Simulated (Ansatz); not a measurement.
CH7NO2Si, SMILES `N[SiH2]C(O)O`. Total charge 0; spin multiplicity 1.

Z-matrix (Å, degrees):
```
Si
C 1 1.904
N 1 1.730 2 102.9
H 1 1.488 2 110.9 3 -124.0
H 1 1.485 2 110.6 3 113.8
O 2 1.413 1 105.8 3 75.3
O 2 1.403 1 109.0 3 -45.3
H 2 1.097 1 114.2 3 -162.8
H 3 1.007 1 119.3 2 143.7
H 3 1.009 1 118.7 2 -76.3
H 6 0.964 2 107.7 1 -172.7
H 7 0.969 2 106.8 1 38.7
```

(1) What are the harmonic wavenumbers in cm⁻¹ at PBE0-D4/def2-TZVP (Ansatz, finite differences of forces, unscaled)? (Best estimate.)

(2) Is this a minimum?

(3) Give the ideal-gas thermochemistry at 298.15 K and 1 bar (rigid rotor, harmonic oscillator; point group C1, symmetry number 1).

(4) Rotational constants (cm⁻¹)?

Answers

(1) The calculation gave: 73, 153, 218, 268, 333, 408, 478, 567, 576, 615, 651, 689, 815, 876, 927, 949, 1050, 1067, 1171, 1280, 1388, 1446, 1580, 2211, 2235, 3034, 3596, 3689, 3723, 3811.

(2) Yes, all 30 modes are real.

(3) Zero-point energy 238.5 kJ/mol; H(298) − E = 260.1 kJ/mol; entropy 343.8 J/(mol·K), of which translation 165.4, rotation 110.7, vibration 67.7; G(298) − E = 157.6 kJ/mol. Modes under 100 cm⁻¹ are hindered rotations or soft bends, so the harmonic entropy is rough.

(4) 0.1865, 0.09464, 0.08587.
